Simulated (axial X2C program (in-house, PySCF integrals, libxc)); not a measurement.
CdF⁺: properties at the nuclei

Calculated with an axial X2C code built on PySCF integrals: two-component X2C with atomic mean-field Coulomb and Gaunt terms, Gaussian nuclei, basis Cd dyall-cv3z, F dyall-av3z with contracted cores.

R = 1.904 Å (near the PBE0 minimum at charge 1 of the determinant lowest at the starting distance; the state shown can have its own minimum elsewhere).

Determinant lowest in the PBE0 search, Ω = 0 (closed shell), highest spinor 93% F p, 3% Cd d, 2% Cd p:

| level | qzz Cd (a.u.) | qzz F (a.u.) |
| --- | --- | --- |
| PBE0 | -1.51 | 2.42 |
| HF | -3.05 | 1.66 |
| BHandHLYP | -2.03 | 2.23 |
| PBE50 | -2.16 | 2.15 |
| LDA | -0.64 | 2.72 |

qzz is the electric field gradient, eQq0 = 234.96 MHz × Q/barn × qzz. The operators were transformed with the bare-nucleus X2C matrices; with these basis sets, hyperfine constants and field gradients can be off by tens of per cent, and where levels differ in sign neither size nor sign is settled.

Each state is one determinant with collinear spin. The search compared states at one distance, so a state with another bond length can lie lower. Where a field gradient or hyperfine factor spreads by more than a factor of two over the levels, a constant derived from it is not to be relied on.
